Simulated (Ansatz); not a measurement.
Basis-set extrapolation for `OC1=C[SiH2][SiH2]1` (PBE0-D4/def2-TZVP geometry, frozen core, Ansatz 0.2.0). Multiplicity 1, RHF reference.

```
                      def2-TZVPP   def2-QZVPP
                 HF  -731.999352  -732.023864
    MP2 correlation    -0.792816    -0.850463
CCSD(T) correlation    -0.875511      not run
```

Energies in hartree. Use E(X) = E(∞) + A·exp(−7.88·√X) for Hartree–Fock and E(X) = E(∞) + B·X^(−2.97) for correlation, with X = 3 and 4, and add CCSD(T) minus MP2 of the smaller set to the MP2 limit.

**Question.** What is the CCSD(T) energy at the basis-set limit?

**Answer.** HF limit: -732.023864 + (-0.024512) × 0.13774 = -732.02724. MP2 limit: -0.850463 + (-0.057647) × 0.74074 = -0.89316. Higher-order term: -0.875511 − (-0.792816) = -0.08270. Total: -733.00310 hartree, 336.7 kJ/mol below CCSD(T)/def2-TZVPP.
